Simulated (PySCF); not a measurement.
From computed data to an observable: chemical shift, span and skew from a shielding tensor

C₂H₆BClO₂, SMILES OB(Cl)OCC. Atoms are numbered in the order given.

```xyz
12

B      0.3368     0.1063     0.4385
Cl     1.1047    -0.9647     1.6497
O      0.9760     1.2353     0.0042
H      1.8355     1.3535     0.4444
O     -0.8884    -0.2414    -0.0182
C     -1.5514     0.5550    -1.0098
C     -1.1142     0.1683    -2.4142
H     -2.6376     0.3747    -0.8733
H     -1.3570     1.6331    -0.8229
H     -1.2792    -0.9129    -2.5933
H     -1.6932     0.7377    -3.1693
H     -0.0393     0.3907    -2.5674
```
Charge 0, spin multiplicity 1.

Geometry optimised at PBE-D3(BJ)/def2-SVP. Other conformers were not sampled.

GIAO shieldings from PBE0/pcSseg-1 in PySCF, non-relativistic, no solvent. The symmetric part of the tensor of C7 has the principal values 145.1, 165.0, 182.2 ppm. The same nucleus in TMS has σ = 186.3 ppm at this level (PySCF, at its B3LYP-D3(BJ)/def2-TZVP geometry). Without spin–orbit terms, shifts of atoms bonded to Cl or Br come out too high.

Question: Work out the isotropic shielding, the ¹³C shift against TMS, the span and the skew.

Answer: 
σ(iso) = (σ11 + σ22 + σ33)/3 = 164.1 ppm. δ = σ(ref) − σ(iso) = 186.3 − (164.1) = 22.2 ppm.
Span Ω = σ33 − σ11 = 37.1 ppm. Skew κ = 3(σ(iso) − σ22)/Ω = -0.07. Tumbling in solution averages the tensor to δ; in a static solid the shielding alone would spread this spin-1/2 line over Ω.
